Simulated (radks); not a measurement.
Spherical jellium clusters: N electrons in a uniform positive sphere of charge N and radius rs N^(1/3), rs = 3.65 bohr. Method: non-relativistic Kohn-Sham, LDA (Slater exchange, Perdew-Wang correlation), spin-polarised, spherical densities; computed with a radial shooting solver with Libxc functionals. Levels are named by radial order and angular momentum (1s, 1p, 1d, 2s, ...), and open shells are averaged over m.

N = 18, configuration 1s2 1p6 1d10. This is the lowest configuration that the search found. Occupied and some empty levels:

| level | occupation | eigenvalue (eV) | <r> (bohr) |
|---|---|---|---|
| 1s | 2 | -5.6206 | 5.713 |
| 1p | 6 | -4.5443 | 7.043 |
| 1d | 10 | -3.2895 | 7.977 |
| 2s | 0 | -2.9344 | 6.838 |
| 1f | 0 | -1.8870 | 8.859 |
| 2p | 0 | -1.4134 | 8.786 |

Energy (eV): total -32.9850, kinetic 36.346, external -1087.4, Hartree 535.75, exchange-correlation -70.637, background 553.01. Static polarisability (adiabatic kernel): 1199 bohr^3, against R^3 = 875.3 for a classical metal sphere.

Electron density:

| r (bohr) | n(r) (e/bohr^3) |
|---|---|
| 1.09 | 0.002654 |
| 2.25 | 0.003224 |
| 3.42 | 0.004179 |
| 4.58 | 0.005251 |
| 5.75 | 0.005892 |
| 6.91 | 0.005506 |
| 8.07 | 0.003988 |
| 9.24 | 0.002122 |
| 10.4 | 0.0008488 |
| 11.6 | 0.0002887 |
| 12.7 | 0.00008829 |
| 13.9 | 0.00002577 |
| 15.1 | 7.272e-06 |
